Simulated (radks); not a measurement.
Q: The krypton ion Kr2+, 34 electrons, occupied as [Ar] 3d10 4s2 4p4 (the NIST ground configuration). Calculated with a radial shooting solver on a logarithmic mesh with Libxc functionals: Dirac Kohn-Sham, PBE, spin-unpolarised, spherical densities, point nucleus; open shells are shared between the two j in proportion to 2j + 1; speed of light set to 1370.36 atomic units (10 times the physical value, a model run). Some entries of the table are withheld. Estimate them.

orbital     occ.  eigenvalue (eV)  <r> (bohr)
1s1/2          2        -13927.73         (1)
2s1/2          2        -1832.312      0.1878
2p1/2          2        -1659.994      0.1618
2p3/2          4        -1659.477      0.1619
3s1/2          2        -279.8127      0.5412
3p1/2          2              (2)      0.5449
3p3/2          4              (3)      0.5450
3d3/2          4              (4)      0.5527
3d5/2          6              (5)      0.5527
4s1/2          2         -45.0314       1.527
4p1/2    1.33333              (6)       1.745
4p3/2    2.66667              (7)       1.745

A: 
(1) 1s1/2 <r> (bohr): 0.04244
(2) 3p1/2 eigenvalue (eV): -218.5544
(3) 3p3/2 eigenvalue (eV): -218.4788
(4) 3d3/2 eigenvalue (eV): -108.6829
(5) 3d5/2 eigenvalue (eV): -108.6697
(6) 4p1/2 eigenvalue (eV): -30.9454
(7) 4p3/2 eigenvalue (eV): -30.9377
